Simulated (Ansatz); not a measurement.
CH5BrO2Si can be A, `C[Si](O)(O)Br`, or B, `CO[SiH](O)Br`.

Calculated with Ansatz (gas phase, PBE0-D4/def2-TZVP geometries, no zero-point term in ΔE). CBS: MP2 limit from def2 TZ/QZ plus the TZ coupled-cluster correction, frozen cores. Functionals use def2-TZVPP. B3LYP here is the variant with VWN-RPA as its local correlation; programs differ in this. For Br outer-core shells are correlated without core-valence functions, which leaves a few kJ/mol of doubt a bond. Scalar relativity is left out up to krypton. One conformer a species, not always the lowest.

Task: Which isomer does CCSD(T)/CBS put lower? Give the gap. (Best estimate.)

Result: Ansatz gave: A, by 111.0 kJ/mol.

Task: Give E(B) − E(A) in kJ/mol with B3LYP-D4, PBE0-D4, CCSD/def2-TZVPP, B2PLYP, B3LYP, MP2/def2-TZVPP, PBE-D4. (An estimate is asked.)

Result: Computed: B3LYP-D4 104.2, PBE0-D4 111.5, CCSD/def2-TZVPP 107.2, B2PLYP 106.0, B3LYP 102.1, MP2/def2-TZVPP 114.6, PBE-D4 109.5. None reverses the order clearly.

Largest T1 diagnostic: 0.010.

In def2-TZVPP, CCSD(T) changes the Hartree–Fock value by +13.4 kJ/mol (the triples alone add +1.0 kJ/mol) and MP2 by +19.8 kJ/mol.
